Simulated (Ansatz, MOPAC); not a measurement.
Molecule: SiPH4, charge 0, multiplicity 2. SMILES: [SiH3][PH]
Geometry: optimised at B3LYP-D3(BJ)/def2-TZVP (Ansatz, a first-principles code).

Wanted: vertical ionisation energy to the singlet, in eV. Conventions: non-relativistic; dispersion terms only where a functional's name holds one; no spin-orbit coupling; six Cartesian d functions in 6-31G* and its kin unless marked 5d; UHF or UKS for open shells; each state is the SCF solution reached for its charge and spin. First-principles rows: single points at B3LYP-D3(BJ) geometries (Ansatz). Semi-empirical rows: differences of heats of formation at the shared geometry for vertical values.

| species | coefficient | E at B3LYP/6-31G* (Ansatz), Eh | E at PBE0/def2-TZVPD (Ansatz), Eh | heat of formation at MNDO (MOPAC), kcal/mol |
|---|---|---|---|---|
| charge 1, singlet | +1 | -632.86599 | -632.62174 | 273.63 |
| charge 0, doublet | -1 | -633.21090 | -632.97095 | 46.77 |

 1 Eh = 27.2114 eV and 1 eV = 23.0605 kcal/mol.

Question: Work the quantity out at each level.

Answer: 
- B3LYP/6-31G*: the sum of coefficient times E is 0.34491 Eh, or 9.385 eV. Result: 9.39 eV.
- PBE0/def2-TZVPD: the sum of coefficient times E is 0.34921 Eh, or 9.502 eV. Result: 9.50 eV.
- MNDO: the sum of coefficient times heat of formation is 226.86 kcal/mol, or 9.84 eV.
